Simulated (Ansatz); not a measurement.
C12H15BF4OS⁻, that is phenacyltetrahydrothiophenium tetrafluoroborate with one electron more, relaxed as a doublet with UKS PBE-D4/def2-SVP in Ansatz, starting from the PBE-D4/def2-SVP geometry of the neutral singlet. Force threshold 0.03 eV/Å.

The highest occupied level of the relaxed charge -1 doublet lies above zero (up to 0.45 eV). By energy differences its removal costs 1.70 eV (each at its own geometry, to the charge 0 singlet, at PBE0-D4/def2-TZVP). The relaxation made no stability test and no search for a lower SCF solution.

Start:

```xyz
34

F    -2.0204   -0.5839   -3.2838
B    -2.8749    0.3367   -4.0374
F    -4.0304    0.5572   -3.2499
F    -2.1579    1.5542   -4.1440
F    -3.1700   -0.2140   -5.2607
O     1.2579   -1.7188   -0.2810
C     1.4052   -0.6941    0.3793
C     0.4445    0.4740    0.1543
S    -0.5815    0.1133   -1.3326
C    -1.7676    1.5214   -1.1726
C    -2.8699    1.0426   -0.2262
C    -3.1127   -0.4430   -0.5224
C    -1.7561   -1.1440   -0.6381
C     2.4808   -0.5442    1.3968
C     3.3721   -1.6263    1.5739
C     4.4014   -1.5429    2.5154
C     4.5504   -0.3800    3.2921
C     3.6678    0.6997    3.1254
C     2.6368    0.6206    2.1807
H     0.9906    1.4142   -0.0658
H    -0.1987    0.6537    1.0411
H    -1.1935    2.3990   -0.8173
H    -2.1073    1.7041   -2.2142
H    -2.5771    1.2046    0.8350
H    -3.7874    1.6357   -0.4133
H    -3.6441   -0.5201   -1.4896
H    -3.7193   -0.9296    0.2681
H    -1.3213   -1.4758    0.3238
H    -1.7428   -1.9745   -1.3650
H     3.2291   -2.5222    0.9518
H     5.0950   -2.3866    2.6482
H     5.3616   -0.3142    4.0331
H     3.7860    1.6084    3.7342
H     1.9538    1.4747    2.0608
```

**Question.** Estimate the energy that the relaxation releases and the steps that it takes.

**Answer.** 7.9 kcal/mol, in 23 steps; 96 s on 2 threads of AMD EPYC 7R13 on a shared host and a share (18 GiB) of an NVIDIA H100 80GB HBM3. The force fell under the threshold at step 14, but the optimiser went on and released 0.005 eV more. No frequencies were taken in this run, so the end may be a saddle point.

**Question.** Does the start keep its bonding?

**Answer.** By distances, no bond broke or formed. The bond that changes most is O6–C7, from 1.23 to 1.28 Å (atoms count from 1).

**Question.** Predict the relaxed structure.

**Answer.** 
```xyz
34

F    -1.9245   -0.3782   -3.4834
B    -2.9966    0.2648   -4.1929
F    -4.2237   -0.1842   -3.6456
F    -2.8779    1.6685   -3.9804
F    -2.9133   -0.0348   -5.5484
O     0.9240   -1.8004    0.1583
C     1.2560   -0.7206    0.7683
C     0.2835    0.4205    0.5785
S    -0.4605    0.0845   -1.1022
C    -1.6194    1.5206   -1.1932
C    -2.8429    1.1305   -0.3629
C    -3.1318   -0.3498   -0.6640
C    -1.8040   -1.1184   -0.7173
C     2.4395   -0.5520    1.5699
C     3.3520   -1.6546    1.6949
C     4.5107   -1.5511    2.4585
C     4.8307   -0.3551    3.1461
C     3.9440    0.7401    3.0390
C     2.7757    0.6493    2.2814
H     0.7195    1.4427    0.5478
H    -0.5741    0.4298    1.2928
H    -1.0809    2.4193   -0.8342
H    -1.8737    1.6255   -2.2685
H    -2.6495    1.2931    0.7204
H    -3.7052    1.7683   -0.6473
H    -3.6353   -0.4286   -1.6477
H    -3.7944   -0.7949    0.1074
H    -1.4656   -1.6067    0.2160
H    -1.7598   -1.8484   -1.5447
H     3.0948   -2.5787    1.1550
H     5.1895   -2.4183    2.5312
H     5.7455   -0.2807    3.7545
H     4.1708    1.6807    3.5699
H     2.0970    1.5171    2.2428
```
Bond lengths: 11 × C–C 1.39 to 1.54 Å; 4 × B–F 1.39 to 1.44 Å; 3 × C–S 1.84 to 1.87 Å; 1 × C–O 1.28 Å; 15 × C–H 1.10 to 1.12 Å.
